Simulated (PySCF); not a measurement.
All values below come from TPSSh-D3(BJ)/def2-TZVP // B3LYP-D3(BJ)/def2-SVP (PySCF 2.14.0). All species are isolated molecules in the gas phase. One relaxed conformer stands for a flexible species; it need not be the lowest. Excitations are Tamm–Dancoff values on a coarser integration grid. The basis has no diffuse functions, so Rydberg states are missing or too high.

Reference species (SMILES): `Bc1ccc(F)c2cccc-2c1` (neutral, multiplicity 1).

brightest of the four lowest singlets (TDA): 4.72 eV
HOMO: -5.76 eV
T1 excitation (TDA): 2.07 eV
LUMO: -2.84 eV

Changed species: `Bc1cc(F)cc2cccc-2c1`.

Task: Predict the effect on the brightest of the four lowest singlets (TDA), HOMO, T1 excitation (TDA) and LUMO.

Result: the brightest of the four lowest singlets (TDA) rises by 0.07 eV, to 4.79 eV; the HOMO increases by 0.12 eV, to -5.64 eV; the T1 excitation (TDA) decreases by 0.29 eV, to 1.78 eV; the LUMO falls by 0.20 eV, to -3.04 eV.
